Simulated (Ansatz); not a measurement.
Mulliken charges of F3H2InSe, SMILES `[F][In-]([F])([F])[SeH2+]` from PBE/def2-TZVPP in Ansatz (PBE0-D4/def2-TZVP geometry).

| atom | x (Å) | y (Å) | z (Å) | charge (e) |
| --- | --- | --- | --- | --- |
| F1 | -0.890 | -2.020 | 1.546 | -0.429 |
| In2 | 0.214 | -1.068 | 0.272 | 1.076 |
| F3 | 1.955 | -0.418 | 0.852 | -0.444 |
| F4 | -0.004 | -1.457 | -1.623 | -0.444 |
| Se5 | -0.896 | 1.478 | 0.084 | -0.019 |
| H6 | 0.460 | 2.036 | 0.203 | 0.130 |
| H7 | -0.779 | 1.380 | -1.380 | 0.129 |

Question: By hand: the dipole of these point charges (1 e Å = 4.8032 D).

Answer: Σ q r = (-0.278, 0.965, -0.181) e Å, of length 1.020 e Å = 4.90 D.

Question: How does the dipole of the full density compare? (Estimate.)

Answer: Computed: (-0.325, 1.012, -0.166) e Å, 5.17 D; the point charges give 0.95 times that, at 2° from its direction.

Point charges leave out the atoms' own dipoles, such as those of lone pairs, and Mulliken's split depends on the basis, so the close match here is no proof of good charges.
